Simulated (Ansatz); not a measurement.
Program: Ansatz. Geometries: PBE0-D4/def2-TZVP. ΔE: electronic, gas phase. CCSD(T)/CBS is the MP2 limit (def2-TZVPP, def2-QZVPP) plus CCSD(T) − MP2 in def2-TZVPP, frozen cores. This one scheme is used for every species. DFT in def2-TZVPP. B3LYP here is the variant with VWN-RPA as its local correlation; programs differ in this. One conformer a species, not always the lowest.

`C[SiH2]B[SiH3]` + SiH₄ → `[SiH3]B[SiH3]` + `C[SiH3]`  (formal exchange of groups at a B–Si bond)

(1) Is it downhill or uphill in electronic energy at CCSD(T)/CBS, and by how much? (An estimate is asked.)

(2) What do these levels give: ωB97X-V, B2PLYP, PBE, r2SCAN, B3LYP, CCSD/def2-TZVPP? (Best estimate.)

Largest T1 diagnostic among the species: 0.014.

## Answers

(1) Ansatz gave: Nearly level: ΔE = 0.00 eV.

(2) Ansatz gave: ωB97X-V 0.00, B2PLYP -0.02, PBE -0.02, r2SCAN -0.01, B3LYP -0.03, CCSD/def2-TZVPP 0.00 eV.

In def2-TZVPP, CCSD(T) changes the Hartree–Fock value by +0.04 eV (the triples alone add +0.01 eV) and MP2 by +0.05 eV. The D4 term adds +0.04 eV with B3LYP and +0.02 eV with PBE0; it sums over pairs of atoms, weighted by their polarisabilities, and B3LYP, whose exchange is more repulsive, gets the larger term.
